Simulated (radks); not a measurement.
Spherical quantum dot in the effective-mass picture: electrons in a parabolic well V = omega^2 r^2 / 2 with omega = 1.55, all in effective atomic units (hartree* = m*/eps^2 hartree, bohr* = eps/m* bohr), one dielectric constant everywhere. Method: non-relativistic Kohn-Sham, LDA (Slater exchange, Perdew-Wang correlation), spin-polarised, spherical densities; computed with a radial shooting solver with Libxc functionals. Levels are named by radial order and angular momentum (1s, 1p, 1d, 2s, ...), and open shells are averaged over m.

N = 9, configuration 1s2 1p6 1d(up 1, down 0). This is the lowest configuration that the search found. Occupied and some empty levels:

| level | occupation | eigenvalue (hartree*) | <r> (bohr*) |
|---|---|---|---|
| 1s up | 1 | 8.1193 | 1.124 |
| 1s down | 1 | 8.1434 | 1.119 |
| 1p up | 3 | 9.1380 | 1.427 |
| 1p down | 3 | 9.1709 | 1.425 |
| 1d up | 1 | 10.258 | 1.654 |
| 1d down | 0 | 10.294 | 1.654 |
| 2s up | 0 | 10.438 | 1.484 |
| 2s down | 0 | 10.463 | 1.487 |
| 1f up | 0 | 11.456 | 1.842 |
| 1f down | 0 | 11.492 | 1.843 |
| 2p up | 0 | 11.693 | 1.698 |
| 2p down | 0 | 11.717 | 1.700 |

Energy (hartree*): total 56.6788, kinetic 12.135, external 23.047, Hartree 26.240, exchange-correlation -4.7437.
